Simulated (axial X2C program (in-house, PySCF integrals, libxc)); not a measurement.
Potential curves of GeH⁺, two-component

All values were computed with an axial X2C code built on PySCF integrals. Two-component (2c) means X2C with spin–orbit coupling and atomic mean-field two-electron Coulomb and Gaunt terms. Basis: Ge dyall-cv3z [9s9p7d4f1g], H dyall-v3z [6s2p1d] (cores contracted in-house); Gaussian nuclei, density fitting, unrestricted open shells. Masses: Ge 73.921 u, H 1.008 u.

State: Ω = 0 (closed shell). Energies in kJ/mol from the fragments at the same level (Ge+ + H). Fits are polynomials in 1 − R0/R over 0.85 to 1.23 times the lowest point R0.

```tsv
R (Å)	MP2
1.3789	-236.50
1.4424	-256.58
1.4899	-264.83
1.5374	-268.43
1.5850	-268.23
1.6405	-264.10
1.6960	-256.63
1.7673	-243.30
1.8544	-222.90
1.9812	-188.22
```

Correlated methods: 14 electrons correlated (number of frozen shells: Ge 3 s, 2 p; H none), 168 virtual spin orbitals or spinors in MP2.

The state is one determinant whose occupation by symmetry is held fixed; it was picked as the lowest of a PBE0 search that is not exhaustive. The closed shell is kept restricted, so the energy runs too high when the bond is stretched far. De is counted from the lowest determinant-based energies of the atoms at the same level, without counterpoise correction. MP2 and coupled cluster on one determinant become unreliable at the stretched end.

Q: Fit the MP2 curve near its minimum: give the equilibrium distance, the harmonic wavenumber and the well depth.

A: At MP2, 2c: Re = 1.558 Å, ωe ≈ 2090 cm⁻¹, De = 2.79 eV to Ge+ + H; Be follows as 6.98 cm⁻¹.
